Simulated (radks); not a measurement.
Problem. The iron ion Fe3+, [Ar] 3d5. All-electron calculation, non-relativistic Kohn-Sham, PBE, spin-polarised, spherical densities, point nucleus. Program: a radial shooting solver on a logarithmic mesh with Libxc functionals. Every spin shell is full or empty, so the densities are truly spherical. Functionals are evaluated on that one density, not self-consistently. Rank these orbital-free kinetic functionals by their error against the exact value of the orbitals, and give that value: Thomas-Fermi, APBEK, Perdew 92, Pearson, LKT, PG1, DePristo-Kress, Ernzerhof.

Solution. Exact: 1260.47 hartree. From best to worst, with 100 (|E| - |E exact|)/|E exact| (equal figures are ties): DePristo-Kress -0.07, APBEK +0.10, Ernzerhof -0.29, Perdew 92 -0.73, Pearson -1.30, Thomas-Fermi -6.54, PG1 +20.07, LKT +25.17.
